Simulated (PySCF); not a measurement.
## Correlation energy of Sc (scandium, neutral)

[Ar] 3d1 4s2, 2D determinant. Computed with PySCF 2.14 in aug-cc-pVDZ-DK (7s6p4d2f, 59 functions), with scalar relativity by spin-free X2C-1e. Frozen: [Ar]; 3 electrons correlated.

MP2 pair energies summed by pair of shells (mhartree):

```tsv
pair	energy	share (%)
4s-4s	-19.91	74.4
3d-4s	-6.84	25.6
```

Total MP2 correlation energy: -26.75 mhartree.

Same-spin part -2.51 and opposite-spin part -24.24 mhartree; SCS-MP2 scales them by 1/3 and 6/5 to -29.93 mhartree.
